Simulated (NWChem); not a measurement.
Species: BeGeH3I; SMILES [GeH3][Be][I]

Computed with NWChem. Medium grid unless said otherwise, to which SCAN and Minnesota functionals are sensitive. All runs use the structure optimised with PBE0/def2-SVP. def2 effective core potentials on I; no spin-orbit coupling. Hybrids' shares of exact exchange are those that their runs print; pure functionals count as 0. The functionals differ in more than this share.

```
row                share of exact exchange  orbital gap (eV)
-----------------  -----------------------  ----------------
PBE/def2-SVP                          0.00              4.81
HCTH/407/def2-SVP                     0.00              4.93
TPSSh/def2-SVP                        0.10              5.80
B3LYP/def2-SVP                        0.20              6.30
PBE0/def2-SVP                         0.25              6.70
MN15/def2-SVP                         0.44              7.59
M06-2X/def2-SVP                       0.54          withheld
```

**Question.** Fit a straight line of the last column on the one before it, predict the withheld value, and compare with the run.

**Answer.** 
1. Means of the 6 shown rows: x = 0.165, y = 6.022. Slope Σ(x − x̄)(y − ȳ)/Σ(x − x̄)² = 0.8932/0.1428 = 6.257; intercept 4.989.
2. The shown rows scatter about the line by 0.140 (root mean square); the largest residual is +0.19, at TPSSh/def2-SVP.
3. At x = 0.54 (M06-2X/def2-SVP; beyond the shown range) the line gives 8.37.
4. The run gives 8.42, +0.05 from the line, 0.4 times the scatter.
